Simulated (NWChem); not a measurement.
System: C$_{3}$H$_{4}$BFO; SMILES [C@H]1(C=CB1O)F

```xyz
10

O      1.1006     1.6932    -0.1039
B      0.1239     0.8056     0.1601
C     -1.3956     0.7739    -0.1003
C     -1.2923    -0.5790    -0.1203
C      0.0818    -0.7733     0.4709
F      0.9341    -1.5952    -0.2437
H      1.9821     1.3285     0.0302
H     -2.2526     1.4032    -0.3461
H     -1.9858    -1.3531    -0.4782
H      0.0627    -1.1253     1.5164
```
Atoms are numbered in this order, from 1.

Computed with NWChem. Medium grid unless said otherwise, to which SCAN and Minnesota functionals are sensitive. The geometry was optimised at PBE0/def2-SVP.

Problem. Order these by “orbital gap (eV)”, lowest first: PBE/def2-SVP; PBE0/def2-SVP; M06-2X/def2-SVP; Hartree-Fock/def2-SVP.

Solution. PBE/def2-SVP (4.62), PBE0/def2-SVP (7.17), M06-2X/def2-SVP (9.46), Hartree-Fock/def2-SVP (13.92)
